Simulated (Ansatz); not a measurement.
Cl2FHNNb, SMILES `[NH]=[Nb]([F])([Cl])[Cl]`, 6 atoms. The species carries charge 0 and has multiplicity 1. Correlated methods include outer-core shells of Nb, which these sets cover unevenly. Nb takes the def2 core potential. All runs use 4 threads of a server CPU on a shared host. Correlated methods freeze the cores.

Q: Give the basis size and wall time and peak host memory of each of these runs in Ansatz. RKS PBE0-D4/def2-TZVP frequencies; RKS ωB97M-V/def2-SVP energy; RKS PBE0-D4/def2-QZVPP energy; RKS PBE0-D4/def2-SVP energy; RHF-CCSD(T)/def2-SVP energy; direct RPA on PBE orbitals/def2-TZVPP energy; RKS ωB97X-V/def2-TZVPP energy; RHF-MP2/def2-QZVPP energy; RKS ωB97M-V/def2-QZVPP energy; RKS CAM-B3LYP-D4/def2-TZVPP energy; RKS BHLYP-D4/def2-TZVPP energy; RKS PBE0-D4/def2-TZVP relaxation (5 steps). (An estimate is asked.)

A: Ansatz gave: Other jobs shared the machine, so times are rough.

```json
{"level": "RKS PBE0-D4/def2-SVP", "job": "energy", "functions": "100", "wall time": "1.6 s", "peak host memory (GiB)": "0.21"}
{"level": "RKS BHLYP-D4/def2-TZVPP", "job": "energy", "functions": "216", "wall time": "3.4 s", "peak host memory (GiB)": "0.6"}
{"level": "RKS CAM-B3LYP-D4/def2-TZVPP", "job": "energy", "functions": "216", "wall time": "3.6 s", "peak host memory (GiB)": "0.63"}
{"level": "direct RPA on PBE orbitals/def2-TZVPP", "job": "energy", "functions": "216", "wall time": "5.5 s", "peak host memory (GiB)": "0.48"}
{"level": "RHF-CCSD(T)/def2-SVP", "job": "energy", "functions": "100", "wall time": "6.5 s", "peak host memory (GiB)": "0.47"}
{"level": "RKS ωB97M-V/def2-SVP", "job": "energy", "functions": "100", "wall time": "7 s", "peak host memory (GiB)": "0.34"}
{"level": "RKS PBE0-D4/def2-QZVPP", "job": "energy", "functions": "365", "wall time": "7.5 s", "peak host memory (GiB)": "1.3"}
{"level": "RKS ωB97X-V/def2-TZVPP", "job": "energy", "functions": "216", "wall time": "8 s", "peak host memory (GiB)": "0.7"}
{"level": "RHF-MP2/def2-QZVPP", "job": "energy", "functions": "365", "wall time": "15 s", "peak host memory (GiB)": "1.5"}
{"level": "RKS ωB97M-V/def2-QZVPP", "job": "energy", "functions": "365", "wall time": "18 s", "peak host memory (GiB)": "1.5"}
{"level": "RKS PBE0-D4/def2-TZVP", "job": "relaxation (5 steps)", "functions": "182", "wall time": "19 s", "peak host memory (GiB)": "0.5"}
{"level": "RKS PBE0-D4/def2-TZVP", "job": "frequencies", "functions": "182", "wall time": "90 s", "peak host memory (GiB)": "0.49"}
```
